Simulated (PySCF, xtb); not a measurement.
C4H12O2Si, SMILES CO[Si](C)(C)OC.

GFN2-xTB (xtb 6.7.1) at its own geometry gives an orbital gap of 7.37 eV and a dipole moment of 1.64 D.

Geometry: B3LYP-D3(BJ)/def2-SVP. The isomer is the one that the SMILES or the coordinates give; other isomers of the formula were not compared. Other conformers were not sampled.

### Question
What does PySCF with PBE/def2-TZVP give? (The exact figures need the calculation; the answer reports its results.)

### Answer
gap 6.28 eV (levels -6.17 and 0.11 eV), dipole 1.40 D.
